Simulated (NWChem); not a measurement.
System: BeSiH3OBr; SMILES [SiH3][O][Be][Br]

NWChem input:

```
start job
memory heap 200 mb stack 900 mb global 1100 mb
geometry units angstroms noautoz
  Be    -0.041282     0.024456     0.001853
  Br    -0.077141     1.988464     0.007308
  O     -0.014409    -1.391194    -0.006621
  Si     0.034418    -3.059213    -0.005742
  H     -0.688076    -3.587896    -1.213613
  H     -0.628486    -3.581846     1.238457
  H      1.464640    -3.521733    -0.039931
end
basis spherical
  Be library cc-pvdz
  Br library cc-pvdz
  O library cc-pvdz
  Si library cc-pvdz
  H library cc-pvdz
end
dft
  xc b3lyp
  iterations 150
  mulliken
end
task dft energy
```

Excerpt of the output:

```
             Northwest Computational Chemistry Package (NWChem) 7.3.0
             --------------------------------------------------------

 C1  symmetry detected

                             Geometry "geometry" -> ""
                             -------------------------

 Output coordinates in angstroms (scale by  1.889725989 to convert to a.u.)

  No.       Tag          Charge          X              Y              Z
 ---- ---------------- ---------- -------------- -------------- --------------
    1 Be                   4.0000    -0.00573154    -0.05424594    -0.00014026
    2 Br                  35.0000     0.00080716     1.91008605     0.00023294
    3 O                    8.0000    -0.00914229    -1.47016429    -0.00487980
    4 Si                  14.0000     0.00329971    -3.13883969     0.00143222
    5 H                    1.0000    -0.65507605    -3.65517174    -1.24772678
    6 H                    1.0000    -0.74584902    -3.64356462     1.20336693
    7 H                    1.0000     1.42254310    -3.63222171     0.05575513

 Effective nuclear repulsion energy (a.u.)     221.6535948470

                                 NWChem DFT Module
                                 -----------------

 Summary of "ao basis" -> "ao basis" (spherical)
 ------------------------------------------------------------------------------
       Tag                 Description            Shells   Functions and Types
 ---------------- ------------------------------  ------  ---------------------
 Be                         cc-pvdz                  6       14   3s2p1d
 Br                         cc-pvdz                 11       27   5s4p2d
 O                          cc-pvdz                  6       14   3s2p1d
 Si                         cc-pvdz                  8       18   4s3p1d
 H                          cc-pvdz                  3        5   2s1p

            General Information
            -------------------
          SCF calculation type: DFT
          Wavefunction type:  closed shell.
          No. of atoms     :     7
          No. of electrons :    64
           Alpha electrons :    32
            Beta electrons :    32
          Charge           :     0
          Spin multiplicity:     1
          Use of symmetry is: off; symmetry adaption is: off
          Maximum number of iterations: 150
          AO basis - number of functions:    88
                     number of shells:    40
          Convergence on energy requested:  1.00D-06
          Convergence on density requested:  1.00D-05
          Convergence on gradient requested:  5.00D-04

              XC Information
              --------------
                         B3LYP Method XC Potential
                     Hartree-Fock (Exact) Exchange  0.200
                        Slater Exchange Functional  0.800 local
                    Becke 1988 Exchange Functional  0.720 non-local
              Lee-Yang-Parr Correlation Functional  0.810
                  VWN I RPA Correlation Functional  0.190 local

             Grid Information
             ----------------
          Grid used for XC integration:  medium
          Radial quadrature: Mura-Knowles
          Angular quadrature: Lebedev.
          Tag              B.-S. Rad. Rad. Pts. Rad. Cut. Ang. Pts.
          ---              ---------- --------- --------- ---------
          Be                  1.05       49          11.0       434
          Br                  1.15      112          13.0       590
          O                   0.60       49          10.0       434
          Si                  1.10       88          12.0       590
          H                   0.35       45          13.0       434
          Grid pruning is: on
          Number of quadrature shells:   433
          Spatial weights used:  Erf1

      Superposition of Atomic Density Guess
      -------------------------------------

 Sum of atomic energies:       -2952.04119360

      Non-variational initial energy
      ------------------------------

 Total energy =   -2952.978690
 1-e energy   =   -4546.606707
 2-e energy   =    1371.974422
 HOMO         =      -0.396409
 LUMO         =      -0.029406

     ---------------------------------------------
      Total Density - Mulliken Population Analysis
     ---------------------------------------------

    Atom       Charge   Shell Charges
 -----------   ------   -------------------------------------------------------
    1 Be   4     3.41   2.01  0.49  0.18  0.56  0.05  0.12
    2 Br  35    35.23   2.00  2.00  2.01  1.02  0.85  6.00  6.00  2.73  2.61  9.97  0.04
    3 O    8     8.83   2.00  0.87  0.83  3.20  1.92  0.00
    4 Si  14    13.29   2.00  2.01  0.74  0.45  6.00  1.17  0.69  0.22
    5 H    1     1.08   0.69  0.38  0.01
    6 H    1     1.08   0.69  0.38  0.01
    7 H    1     1.08   0.69  0.38  0.01

   convergence    iter        energy       DeltaE   RMS-Dens  Diis-err
 ---------------- ----- ----------------- --------- --------- ---------
 d= 0,ls=0.0,diis     1  -2955.5288308429 -3.18D+03  1.37D-02  7.52D-01
 d= 0,ls=0.0,diis     2  -2955.4083433988  1.20D-01  7.95D-03  2.12D+00
 d= 0,ls=0.0,diis     3  -2955.6140296536 -2.06D-01  1.52D-03  3.66D-02
 d= 0,ls=0.0,diis     4  -2955.6173554620 -3.33D-03  5.57D-04  3.56D-03
 d= 0,ls=0.0,diis     5  -2955.6179638435 -6.08D-04  1.17D-04  1.56D-04
  Resetting Diis
 d= 0,ls=0.0,diis     6  -2955.6179897215 -2.59D-05  2.48D-05  7.50D-06
 d= 0,ls=0.0,diis     7  -2955.6179908376 -1.12D-06  5.30D-06  1.06D-07
 d= 0,ls=0.0,diis     8  -2955.6179908219  1.57D-08  2.92D-06  2.97D-07

         Total DFT energy =    -2955.617990821944
      One electron energy =    -4550.056290313857
           Coulomb energy =     1497.747126357747
    Exchange-Corr. energy =     -124.962421712836
 Nuclear repulsion energy =      221.653594847002

 Numeric. integr. density =       64.000000774707

                       DFT Final Molecular Orbital Analysis
                       ------------------------------------

 Vector   30  Occ=2.000000D+00  E=-3.258674D-01
              MO Center=  1.1D-01, -2.1D+00,  2.7D-01, r^2= 5.0D+00
   Bfn.  Coefficient  Atom+Function         Bfn.  Coefficient  Atom+Function
  ----- ------------  ---------------      ----- ------------  ---------------
    45      0.302524  3 O  px                79      0.258863  6 H  s
    84     -0.245186  7 H  s                 48      0.216655  3 O  px
    63     -0.182782  4 Si px                80      0.183004  6 H  s
    47     -0.178883  3 O  pz                85     -0.173338  7 H  s
    26      0.161761  2 Br px                29      0.140395  2 Br px

 Vector   31  Occ=2.000000D+00  E=-3.023026D-01
              MO Center= -5.7D-03,  1.2D+00, -3.4D-02, r^2= 3.9D+00
   Bfn.  Coefficient  Atom+Function         Bfn.  Coefficient  Atom+Function
  ----- ------------  ---------------      ----- ------------  ---------------
    28      0.397297  2 Br pz                31      0.385166  2 Br pz
    26      0.298962  2 Br px                29      0.289836  2 Br px
    47     -0.163513  3 O  pz                45     -0.123074  3 O  px
    50     -0.111928  3 O  pz                74     -0.099091  5 H  s
    75     -0.092587  5 H  s                 48     -0.084252  3 O  px

 Vector   32  Occ=2.000000D+00  E=-3.022944D-01
              MO Center=  5.7D-03,  1.2D+00,  3.4D-02, r^2= 3.9D+00
   Bfn.  Coefficient  Atom+Function         Bfn.  Coefficient  Atom+Function
  ----- ------------  ---------------      ----- ------------  ---------------
    26      0.397167  2 Br px                29      0.385062  2 Br px
    28     -0.298890  2 Br pz                31     -0.289778  2 Br pz
    45     -0.163797  3 O  px                47      0.123226  3 O  pz
    48     -0.112152  3 O  px                79     -0.094094  6 H  s
    80     -0.087704  6 H  s                 50      0.084368  3 O  pz

 Vector   33  Occ=0.000000D+00  E=-1.491003D-02
              MO Center= -5.1D-03, -8.3D-01,  1.1D-02, r^2= 6.5D+00
   Bfn.  Coefficient  Atom+Function         Bfn.  Coefficient  Atom+Function
  ----- ------------  ---------------      ----- ------------  ---------------
     3      1.029713  1 Be s                 44     -0.520948  3 O  s
    67      0.499540  4 Si py                19     -0.492868  2 Br s
    30      0.369335  2 Br py                 8      0.190211  1 Be py
    27      0.163780  2 Br py                64      0.160253  4 Si py
    80      0.133642  6 H  s                 59     -0.132283  4 Si s

 Vector   34  Occ=0.000000D+00  E= 1.795641D-02
              MO Center=  1.2D-02, -5.8D-02,  9.3D-03, r^2= 4.5D+00
   Bfn.  Coefficient  Atom+Function         Bfn.  Coefficient  Atom+Function
  ----- ------------  ---------------      ----- ------------  ---------------
     7      0.676768  1 Be px                 4      0.500445  1 Be px
    66     -0.359090  4 Si px                29     -0.337333  2 Br px
    85      0.309807  7 H  s                 80     -0.221150  6 H  s
    45     -0.177656  3 O  px                26     -0.176533  2 Br px
     9     -0.164965  1 Be pz                48     -0.163366  3 O  px

 Vector   35  Occ=0.000000D+00  E= 1.804875D-02
              MO Center= -2.1D-02, -5.3D-02, -1.4D-02, r^2= 4.4D+00
   Bfn.  Coefficient  Atom+Function         Bfn.  Coefficient  Atom+Function
  ----- ------------  ---------------      ----- ------------  ---------------
     9      0.677193  1 Be pz                 6      0.500757  1 Be pz
    68     -0.354298  4 Si pz                31     -0.337550  2 Br pz
    75     -0.301958  5 H  s                 80      0.218479  6 H  s
    47     -0.178284  3 O  pz                28     -0.176683  2 Br pz
     7      0.165090  1 Be px                50     -0.164127  3 O  pz

     ---------------------------------------------
      Total Density - Mulliken Population Analysis
     ---------------------------------------------

    Atom       Charge   Shell Charges
 -----------   ------   -------------------------------------------------------
    1 Be   4     3.88   2.03  0.44  0.09  1.00  0.13  0.19
    2 Br  35    35.10   2.00  2.00  2.03  1.09  0.77  6.00  6.01  2.71  2.48  9.95  0.07
    3 O    8     8.27   2.01  0.83  0.80  2.93  1.71  0.00
    4 Si  14    13.50   2.00  2.03  0.78  0.34  6.01  1.42  0.60  0.32
    5 H    1     1.08   0.73  0.34  0.01
    6 H    1     1.08   0.73  0.34  0.01
    7 H    1     1.08   0.73  0.34  0.01

     -------------------------------------------
      Total Density - Lowdin Population Analysis
     -------------------------------------------

    Atom       Charge   Shell Charges
 -----------   ------   -------------------------------------------------------
    1 Be   4     4.44   1.85  0.45  0.21  0.92  0.45  0.56
    2 Br  35    34.73   2.00  1.98  1.76  1.08  0.81  6.00  5.92  2.65  2.50  9.80  0.22
    3 O    8     7.99   1.91  0.77  0.61  2.74  1.95  0.01
    4 Si  14    13.61   2.00  1.81  0.67  0.42  5.92  1.35  0.92  0.53
    5 H    1     1.08   0.63  0.42  0.03
    6 H    1     1.08   0.63  0.42  0.03
    7 H    1     1.08   0.63  0.42  0.03

     Multipole analysis of the density
     ---------------------------------

     L   x y z        total         alpha         beta         nuclear
     -   - - -        -----         -----         ----         -------
     0   0 0 0     -0.000000    -32.000000    -32.000000     64.000000

     1   1 0 0      0.000773      0.000387      0.000387     -0.000000
     1   0 1 0     -0.467686     -0.233843     -0.233843      0.000000
     1   0 0 1      0.003149      0.001575      0.001575     -0.000000

     2   2 0 0    -32.262794    -21.505884    -21.505884     10.748973
     2   1 1 0     -0.012176      0.060511      0.060511     -0.133198
     2   1 0 1      0.000741      0.001133      0.001133     -0.001525
     2   0 2 0    -32.706736   -592.650161   -592.650161   1152.593585
     2   0 1 1     -0.006014      0.026179      0.026179     -0.058371
     2   0 0 2    -32.261303    -21.501968    -21.501968     10.742633
```

Level: B3LYP/cc-pVDZ. Geometry: optimised at PBE-D3(BJ)/def2-SVP.
